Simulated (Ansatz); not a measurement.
`[SiH3]CC1=CB1`, charge 0, multiplicity 1.

**Question.** Give a relaxed structure at PBE0-D4/def2-TZVP (Ansatz). (Best estimate.)

**Answer.** The calculation gave: 
Cartesian coordinates in Å:
```
Si -0.897 1.230 0.972
C -0.553 -0.590 0.593
C 0.504 -0.687 -0.417
C 0.670 -0.752 -1.758
B 1.881 -0.714 -0.942
H -1.952 1.317 2.017
H -1.367 1.919 -0.257
H 0.338 1.891 1.463
H -1.492 -1.041 0.257
H -0.252 -1.059 1.534
H 0.064 -0.798 -2.653
H 3.057 -0.715 -0.808
```
This is one stationary point; other conformers may exist.
